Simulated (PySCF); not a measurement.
Input for PySCF: R-HF/STO-3G on AlH4NO2 (SMILES [NH2][Al]([OH])[OH]), a point of a torsion scan.

```python
from pyscf import gto, scf, dft, mp
from pyscf.data.elements import chemcore

mol = gto.M(
    atom='''
    N     1.54060251   -0.03852946    0.22871246
    Al   -0.18003440   -0.07373542   -0.21280839
    O    -0.96577024   -1.46107087   -0.64749248
    O    -0.96519615    1.37486583   -0.16486752
    H     2.02686153    0.80145361    0.49223816
    H     2.16369563   -0.82856010    0.24802883
    H    -0.99011714   -2.39084772   -0.81182568
    H    -1.73417941    1.91533157   -0.26732919
    ''',
    basis='sto-3g',
    charge=0, spin=0, verbose=3, max_memory=1800)
mf = scf.RHF(mol)
mf.conv_tol = 1e-8
mf.max_cycle = 100
mf.kernel()
if not mf.converged:
    mf = mf.newton().run(mf.mo_coeff, mf.mo_occ)
```

Question: Give the final energy of this run.

Answer: -442.8214 hartree.
